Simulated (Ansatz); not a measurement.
`O=C=N[SiH](F)Cl` + NH₃ → `N[SiH](F)Cl` + `N=C=O` at 400 K and 1 bar (ligand exchange at the Si–N bond).

Computed with Ansatz on PBE0-D4/def2-TZVP structures; ΔE is electronic, products minus reactants. CBS: MP2 limit from def2 TZ/QZ plus the TZ coupled-cluster correction, frozen cores. This one scheme is used for every species. One conformer a species, not always the lowest.

| species | CCSD(T)/CBS energy (Eh) | H − E (kJ/mol) | S (J/(mol·K)) |
| --- | --- | --- | --- |
| `O=C=N[SiH](F)Cl` | -1017.33874 | 104.0 | 393.0 |
| NH₃ | -56.50880 | 104.2 | 203.1 |
| `N[SiH](F)Cl` | -905.31614 | 130.9 | 344.1 |
| `N=C=O` | -168.51995 | 72.4 | 252.4 |

H − E and S are ideal-gas, rigid-rotor, harmonic terms from PBE0-D4/def2-TZVP, for one conformer and one mirror image of each species. 1 Eh = 2625.50 kJ/mol, R = 8.31446 J/(mol·K).

Q: By hand: ΔE, ΔH, ΔS and ΔG.

A: ΔE = (-905.31614) + (-168.51995) − (-1017.33874) − (-56.50880) = 0.01145 Eh = 30.1 kJ/mol. Δ(H − E) = 130.9 + 72.4 − 104.0 − 104.2 = -4.9, so ΔH = 25.2 kJ/mol. ΔS = 344.1 + 252.4 − 393.0 − 203.1 = 0.4 J/(mol·K). ΔG = 25.2 − 400 × (0.4)/1000 = 25.0 kJ/mol.

Q: By hand: the equilibrium constant, and the temperature at which ΔG would vanish if ΔH and ΔS stayed fixed.

A: log₁₀ K = −ΔG/(RT ln 10) = -3.3. ΔG = 0 at ΔH/ΔS = 63000 K, far beyond where these terms or the molecules hold.

The number of gas molecules stays the same, so ΔS is small and ΔH decides. A doubt of 5 kJ/mol in ΔE shifts log₁₀ K by 0.7 here. Other conformers and mirror images would add mixing entropy, several J/(mol·K) or more a flexible species. Modes under 60 cm⁻¹, often nearly free rotors, make the harmonic entropy too high. These are equilibria of isolated gas molecules and say nothing of rates. Largest T1 diagnostic: 0.018 (customary marks: 0.02 for closed shells, 0.045 for open ones).
